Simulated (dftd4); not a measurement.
C3F6, triplet, at a GFN2-xTB geometry (a higher spin typed on purpose: for a closed-shell molecule this is an excited state); dftd4 with D4 for bp86.

The dftd4 input:
```
$ dftd4 mol.xyz --func bp86 --charge 0 --json dftd4.json --noedisp --property

# file mol.xyz
9

F      2.24180610    -0.01504848    -0.67225413
C      1.48256483     0.21210371     0.40084165
F      1.63666190     1.47421199     0.80383342
C      0.18045076    -0.40670960     0.49176153
F     -0.01977017    -1.37904404     1.38117812
C     -1.03302769    -0.07382793    -0.35157085
F     -2.07511199     0.30564498     0.39834754
F     -0.75958953     0.91672918    -1.19651435
F     -1.44398826    -1.12353778    -1.07527882
```

Q: What does dftd4 print? Leave out banner, timings and long lists.

A: 
```
                    ____  _____ _____     ____  _  _
      -------------|  _ \|  ___|_   _|---|  _ \| || |------------
     |             | | | | |_    | | ___ | | | | || |_           |
     |             | |_| |  _|   | ||___|| |_| |__   _|          |
     |             |____/|_|     |_|     |____/   |_|            |
     |             ===================================           |
     |            E. Caldeweyher, S. Ehlert & S. Grimme          |
     |          Mulliken Center for Theoretical Chemistry        |
     |                    University of Bonn                     |
      -----------------------------------------------------------

Rational (Becke-Johnson) damping: bp86-D4-ATM
---------------------
  s6         1.0000
  s8         3.3550
  s9         1.0000
  a1         0.4365
  a2         4.9241
 alp        16.0000
--------------------

Atomic data, radii in Ångström:
------------------------------------------------------
   Z          R(cov)      r4/r2   hardness         EN
------------------------------------------------------
   9 F        0.8533     1.2638     0.6693     3.9800
   6 C        1.0000     1.6431     0.4220     2.5500
------------------------------------------------------

Atomic reference systems (in atomic units):
----------------------------------------------------------------------------
   Z        #      CN     q+Z       C6(AA)   #      CN     q+Z       C6(AA)
----------------------------------------------------------------------------
   9 F      1  0.0000  9.0000       9.7374   2  0.7408  8.7523      11.7796
   6 C      1  0.0000  6.0000      49.3833   2  0.9189  5.8288      52.1688
            3  1.9079  5.8579      35.6972   4  2.8312  5.7775      35.8445
            5  3.7487  5.7435      28.6317   6  2.9183  5.8956      32.2504
            7  0.8556  6.2103      25.6194
----------------------------------------------------------------------------

Atomic properties (in atomic units):
----------------------------------------------------------------------------
     #    Z              CN          q      C6(AA)        C8(AA)   alpha(0)
----------------------------------------------------------------------------
     1    9 F        0.7863    -0.1177     10.4696      179.1484     3.7272
     2    6 C        2.5484     0.2390     24.3818      705.1635     8.0450
     3    9 F        0.7863    -0.1177     10.4697      179.1489     3.7272
     4    6 C        2.7452     0.1563     25.9879      751.6140     8.3203
     5    9 F        0.7855    -0.1300     10.5874      181.1639     3.7481
     6    6 C        3.3290     0.3284     21.0367      608.4178     7.2774
     7    9 F        0.7908    -0.1162     10.4552      178.9017     3.7246
     8    9 F        0.7913    -0.1256     10.5443      180.4267     3.7405
     9    9 F        0.7908    -0.1164     10.4566      178.9251     3.7249
----------------------------------------------------------------------------

Molecular properties (in atomic units):
----------------------------------------
 molecular C6                1136.5417
 molecular C8               24770.3160
----------------------------------------

Dispersion energy:      -9.1408251771595E-03 Eh

[Info] JSON dump of results written to 'dftd4.json'
```
